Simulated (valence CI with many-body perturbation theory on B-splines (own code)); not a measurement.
**Valence orbitals of W41+**

Method: valence CI with perturbative core correlation (CI+MBPT): five valence electrons over a frozen Dirac-Fock core [Ar] 3d10, a basis of 11 s, 11 p, 10 d, 8 f, 5 g, 2 h functions for each j, with the one-electron correlation potential Σ1, the two-electron term Σ2, the three-electron term Σ3, Breit, model QED; selected CI, second order for the rest, scaled by the run's own slope (own B-spline code, finite nucleus).

The last digits are not significant, and no measured levels were compared; by estimate large intervals hold to a few tenths of a per cent, small ones and those within an open d or f shell to about a per cent. Among the levels kept, up to 2100 cm⁻¹ of a level comes from second order outside the variational space, and about a tenth of that is noise between levels of different J, which matters for small intervals.

These are the spectroscopic orbitals of the CI (the correlating ones are not listed), shaped by the core and the other valence electrons. h is the expectation value of the core's Dirac-Fock operator, without the valence repulsion; Σ1 is computed up to l = 3 at one energy for each symmetry, that of its lowest orbital but kept below the first core excitation, so for empty shells it is not the orbital's own correlation shift; Breit and QED include the response of the core.

```csv
Orbital,h (hartree),Σ1 (cm⁻¹),Breit (cm⁻¹),QED (cm⁻¹),⟨r⟩ (bohr)
4s1/2,-88.747,-14382,13900,10516,0.4000
5s1/2,-53.124,-5188,6162,4766,0.6740
6s1/2,-35.371,-2510,3200,2525,1.022
7s1/2,-25.245,-1429,1897,1505,1.439
8s1/2,-18.921,-896,1218,969,1.928
9s1/2,-14.707,-601,828,661,2.489
4p1/2,-85.141,-15269,21706,423,0.3970
5p1/2,-51.361,-5568,9732,200,0.6785
6p1/2,-34.393,-2739,5153,110,1.032
7p1/2,-24.647,-1574,3084,66.5,1.456
8p1/2,-18.529,-993,1993,43.3,1.952
9p1/2,-14.437,-669,1363,29.7,2.518
4p3/2,-81.384,-13129,12722,1328,0.4170
5p3/2,-49.596,-5033,5769,615,0.7041
6p3/2,-33.424,-2531,3360,334,1.063
7p3/2,-24.057,-1472,2023,202,1.493
8p3/2,-18.144,-936,1313,132,1.994
9p3/2,-14.172,-634,901,90.6,2.566
4d3/2,-75.805,-14993,9688,-503,0.4048
5d3/2,-46.921,-5629,4462,-219,0.7043
6d3/2,-31.943,-2849,2441,-117,1.073
7d3/2,-23.152,-1664,1485,-70.5,1.514
8d3/2,-17.55,-1062,970,-45.7,2.025
4d5/2,-74.996,-14165,6078,-77.6,0.4103
5d5/2,-46.53,-5331,2701,-22.6,0.7110
6d5/2,-31.723,-2700,1481,-8.9,1.081
7d5/2,-23.016,-1578,893,-4.2,1.523
8d5/2,-17.46,-1008,581,-2.2,2.036
4f5/2,-69.062,-14410,3847,-320,0.3750
5f5/2,-43.879,-4629,1657,-150,0.6896
6f5/2,-30.283,-2291,875,-83.8,1.071
7f5/2,-22.142,-1338,523,-51.5,1.524
4f7/2,-68.852,-13807,1556,-164,0.3771
5f7/2,-43.76,-4442,688,-72.7,0.6922
6f7/2,-30.212,-2204,375,-39.4,1.075
7f7/2,-22.097,-1291,227,-23.8,1.528
5g7/2,-42.385,,149,-32.6,0.6333
6g7/2,-29.438,,124,-22.6,1.022
7g7/2,-21.619,,88.4,-15.5,1.481
5g9/2,-42.337,,-11.1,0.7,0.6345
6g9/2,-29.41,,-8.2,-3.1,1.023
7g9/2,-21.601,,-6.6,-3.1,1.483
6h9/2,-29.237,,,,0.9218
6h11/2,-29.22,,,,0.9227
```

Among the shells of the start configuration 4s2 4p3, Σ1 is largest in size for 4p1/2, where it is 0.082 % of h.

Lowest root of each symmetry, sizes in configuration state functions:

```tsv
J	Parity	Roots	Reference	Variational	Second order	Change by selected CI (cm⁻¹)	Change by second order (cm⁻¹)
1/2	even	12	61	31999	1086848	-12951	-240
3/2	even	18	104	32000	2205150	-12746	-463
5/2	even	18	116	31996	2875989	-11193	-687
7/2	even	11	96	31992	2901733	-12456	-1006
9/2	even	6	67	32000	3030855	-12892	-709
11/2	even	2	31	31994	2236806	-23366	-359
1/2	odd	22	92	31993	1167245	-10075	-360
3/2	odd	34	158	31998	2306662	-8690	-629
5/2	odd	34	180	31995	2992353	-7898	-988
7/2	odd	27	166	31998	3296987	-15075	-1385
9/2	odd	14	122	31994	2931595	-15871	-907
11/2	odd	5	74	31976	2270081	-16998	-607
```
